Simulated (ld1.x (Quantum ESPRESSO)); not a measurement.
## Scattering properties, PAW potential for antimony (Sb)

Sb (Z = 51), PAW, made with ld1.x (Quantum ESPRESSO) 7.5 (PBE, fully relativistic). Core [Kr], reference 4d10 5s2 5p1 (charge +2). Waves: 5s (bound): rcut 1.35, rcutus 1.85 bohr; 5s channel at -0.05 Ry: rcut 1.35, rcutus 1.85 bohr; 5p (bound): rcut 2.20, rcutus 2.45 bohr; 5p channel at 0.8 Ry: rcut 2.20, rcutus 2.45 bohr; 4d (bound): rcut 1.45, rcutus 1.80 bohr; 4d channel at -3.25 Ry: rcut 1.45, rcutus 1.80 bohr; 4f channel at 0.1 Ry: rcut 2.25, rcutus 2.70 bohr. Local part: all-electron potential smoothed inside 2.10 bohr (lloc = -1). Core correction: Bessel-smoothed model core, default radius (core density twice the valence density). Augmentation charge: PSQ, inside the norm-conserving radii.

Open shells are filled in proportion to 2j + 1 (rel_dist='average').

The phase is arctan(r·u′/u) with u = r·R(r), unwrapped; energies in Ry, scanned from -6 to 5 Ry. A pole is an energy at which the radial function vanishes at the test radius. The pseudo phase is shifted by a multiple of π to meet the all-electron one at the reference energy, and phase errors are pseudo minus all-electron; the curves can meet again beyond the range given. Levels narrower than the energy grid can be missing from the lists of poles.

Question: For each channel, where are the poles, and over which energies does the pseudopotential scatter like the atom?

Answer:

```json
{"channel": "s", "radius (bohr)": "2.96", "reference energy (Ry)": "-2.16", "poles, all-electron": "-1.63, 4.47", "poles, pseudo": "-1.63, 3.59, 4.72", "unbroken range about the reference energy with phases within 0.05 rad": "below 3.6", "phase error 1 Ry above the reference energy (rad)": "-0.000"}
{"channel": "p1/2", "radius (bohr)": "2.96", "reference energy (Ry)": "-1.52", "poles, all-electron": "-0.67", "poles, pseudo": "-0.67, 4.91", "unbroken range about the reference energy with phases within 0.05 rad": "the whole range", "phase error 1 Ry above the reference energy (rad)": "-0.000"}
{"channel": "p3/2", "radius (bohr)": "2.96", "reference energy (Ry)": "-1.46", "poles, all-electron": "-0.51", "poles, pseudo": "-0.51", "unbroken range about the reference energy with phases within 0.05 rad": "the whole range", "phase error 1 Ry above the reference energy (rad)": "-0.000"}
{"channel": "d3/2", "radius (bohr)": "2.96", "reference energy (Ry)": "-3.86", "poles, all-electron": "-3.85, 1.30", "poles, pseudo": "-3.85, 1.29", "unbroken range about the reference energy with phases within 0.05 rad": "the whole range", "phase error 1 Ry above the reference energy (rad)": "-0.000"}
{"channel": "d5/2", "radius (bohr)": "2.96", "reference energy (Ry)": "-3.77", "poles, all-electron": "-3.76, 1.34", "poles, pseudo": "-3.76, 1.36", "unbroken range about the reference energy with phases within 0.05 rad": "below 3.7", "phase error 1 Ry above the reference energy (rad)": "+0.000"}
{"channel": "f5/2", "radius (bohr)": "2.96", "reference energy (Ry)": "0.10", "poles, all-electron": "0.87, 4.25", "poles, pseudo": "1.03", "unbroken range about the reference energy with phases within 0.05 rad": "below 0.9", "phase error 1 Ry above the reference energy (rad)": "+0.069"}
{"channel": "f7/2", "radius (bohr)": "2.96", "reference energy (Ry)": "0.10", "poles, all-electron": "0.88, 4.26", "poles, pseudo": "1.03", "unbroken range about the reference energy with phases within 0.05 rad": "below 0.9", "phase error 1 Ry above the reference energy (rad)": "+0.069"}
```

The ghost test of this file was not conclusive.

Phases in the p1/2 channel:

```tsv
E (Ry)	all-electron	pseudo
-6.00	1.407	1.407
-5.74	1.401	1.401
-5.48	1.395	1.395
-5.22	1.389	1.389
-4.96	1.381	1.381
-4.70	1.372	1.372
-4.44	1.362	1.362
-4.18	1.350	1.350
-3.92	1.336	1.336
-3.66	1.318	1.318
-3.40	1.296	1.296
-3.14	1.266	1.266
-2.88	1.225	1.225
-2.62	1.162	1.161
-2.36	1.052	1.052
-2.10	0.818	0.817
-1.84	0.167	0.167
-1.58	-0.840	-0.840
-1.32	-1.272	-1.272
-1.06	-1.444	-1.444
-0.80	-1.537	-1.537
-0.54	-1.598	-1.598
-0.28	-1.645	-1.645
-0.02	-1.686	-1.687
0.24	-1.727	-1.727
0.50	-1.770	-1.770
0.76	-1.823	-1.823
1.02	-1.891	-1.891
1.28	-1.991	-1.991
1.54	-2.158	-2.160
1.80	-2.482	-2.491
2.06	-3.109	-3.136
2.32	-3.784	-3.814
2.58	-4.151	-4.174
2.84	-4.335	-4.354
3.10	-4.441	-4.457
3.36	-4.508	-4.525
3.62	-4.556	-4.573
3.88	-4.591	-4.610
4.14	-4.619	-4.640
4.40	-4.642	-4.666
4.66	-4.661	-4.690
4.92	-4.678	-4.714
```
